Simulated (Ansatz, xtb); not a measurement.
**Relative energy of two isomers of FGaH4Sn**

Structure I: `[F][GaH][SnH3]`, a singlet. Structure II: `[F][SnH2][GaH2]`, a singlet. Both are isolated molecules in the gas phase, relaxed with PBE0-D3(BJ)/def2-SVP; the shapes shown needn't be the lowest conformers.

I (Å):

```xyz
7

F    -2.7746    0.2813   -3.1793
Ga   -2.3511    0.1288   -1.4736
Sn    0.2204    0.2646   -1.0246
H    -3.6143   -0.0590   -0.5589
H     1.0398   -0.9723   -1.8806
H     0.8348    1.7764   -1.5454
H     0.5711    0.0878    0.6442
```

II (Å):

```yaml
atoms:
  - { symbol: F, position_ang: [-0.3466, -0.5999, 0.9187] }
  - { symbol: Ga, position_ang: [-0.0187, 0.9123, -2.4242] }
  - { symbol: Sn, position_ang: [-1.5241, -0.2238, -0.5967] }
  - { symbol: H, position_ang: [-2.1774, -1.7646, -0.9933] }
  - { symbol: H, position_ang: [-2.7642, 0.7524, 0.0869] }
  - { symbol: H, position_ang: [-0.6630, 1.3364, -3.7948] }
  - { symbol: H, position_ang: [1.5032, 1.1595, -2.1387] }
```

Q: Estimate E(II) − E(I) at the level CCSD(T)/def2-TZVP.

A: Calculated at CCSD(T)/def2-TZVP: E(II) − E(I) = +13.1 kcal/mol, so structure I lies lower.

How the difference moves with the method:

| level | geometry | E(II) − E(I) (kcal/mol) | departure from the last row (kcal/mol) | job, with rough time for the two |
| --- | --- | --- | --- | --- |
| PBE0-D3(BJ)/def2-SVP | PBE0-D3(BJ)/def2-SVP | +15.4 | +2.4 | optimisation, 80 s |
| HF/def2-TZVP | PBE0-D3(BJ)/def2-SVP | +11.7 | −1.4 | part of the CCSD(T) run |
| MP2/def2-TZVP | PBE0-D3(BJ)/def2-SVP | +13.4 | +0.3 | part of the CCSD(T) run |
| CCSD(T)/def2-TZVP | PBE0-D3(BJ)/def2-SVP | +13.1 |  | single point, 90 s |

As drawn, II has 1 F–Sn, 1 Ga–H in place of 1 F–Ga, 1 Sn–H.

None of the levels shown reverses the order. The largest departure from CCSD(T)/def2-TZVP is that of PBE0-D3(BJ)/def2-SVP, 2.4 kcal/mol. Levels run at GFN2-xTB geometries aren't shown.

With harmonic frequencies from PBE0-D3(BJ)/def2-SVP (ideal gas, rigid rotor, one conformer each, 298.15 K, 1 atm): on the last row, ΔE + ΔZPE = +12.9 kcal/mol. A mode under 50 cm⁻¹ makes harmonic enthalpies and free energies unreliable, so none is given.

The correlated steps freeze 14 core orbitals; the filled d shell of Ga and Sn is correlated, in a basis made for valence electrons. Atoms past krypton carry core potentials in the def2 sets and no spin–orbit term is included. Run with Ansatz 0.2.0; the last row on 2 threads of Intel(R) Xeon(R) Platinum 8259CL CPU @ 2.50GHz (Skylake/Cascade Lake) on a shared host.
